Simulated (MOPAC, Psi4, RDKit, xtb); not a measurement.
Two geometries of SMILES O=C(O)CB(O)O, relaxed at B3LYP-D3(BJ)/def2-SVP with one dihedral held; other torsions can differ between them too.

Structure A

```
12

O      0.9506    -1.1233    -1.4054
C      1.1974    -0.5375    -0.3849
O      2.3815     0.1295    -0.2338
C      0.2989    -0.4455     0.8236
B      0.7334     0.3633     2.1277
O     -0.1683     0.3676     3.1490
O      1.9089     1.0260     2.2766
H      2.8811     0.0092    -1.0602
H     -0.6685    -0.0505     0.4658
H      0.0541    -1.4829     1.1127
H      0.1551     0.8742     3.9063
H      2.4579     0.9447     1.4807
```

Structure B

```
12

O      1.2793    -1.4318    -1.1612
C      1.2552    -0.6816    -0.2024
O      2.3767    -0.1098     0.2579
C      0.0268    -0.2995     0.5759
B     -1.3369    -0.9557     0.0673
O     -2.4690    -0.6302     0.7516
O     -1.3910    -1.7980    -0.9906
H      3.1062    -0.4188    -0.3079
H      0.1989    -0.5483     1.6379
H     -0.0549     0.8018     0.5738
H     -3.2453    -1.0695     0.3780
H     -0.4926    -1.9203    -1.3597
```

Q: Which is lower in energy at the level DF-MP2 (frozen core)/cc-pVTZ // B3LYP-D3(BJ)/def2-SVP (Psi4 1.11), and by how much?

A: B is lower, by 3.86 kcal/mol (dihedral O1–C2–C4–B5: 180° in A, 0° in B).

E(B) − E(A) in kcal/mol at the other levels, on the same two geometries: B3LYP/def2-TZVP // B3LYP-D3(BJ)/def2-SVP (Psi4) -3.71; B3LYP-D3(BJ)/def2-TZVP // B3LYP-D3(BJ)/def2-SVP (Psi4) -3.74; PBE/def2-TZVP // B3LYP-D3(BJ)/def2-SVP (Psi4) -3.90; PBE-D3(BJ)/def2-TZVP // B3LYP-D3(BJ)/def2-SVP (Psi4) -3.91; HF/cc-pVTZ // B3LYP-D3(BJ)/def2-SVP (Psi4) -4.00; UFF // B3LYP-D3(BJ)/def2-SVP (RDKit) 6.87; AM1, restricted, heats of formation // B3LYP-D3(BJ)/def2-SVP (MOPAC) -1.35; PM7, restricted, heats of formation // B3LYP-D3(BJ)/def2-SVP (MOPAC) -2.53; GFN1-xTB // B3LYP-D3(BJ)/def2-SVP (xtb) -3.19.
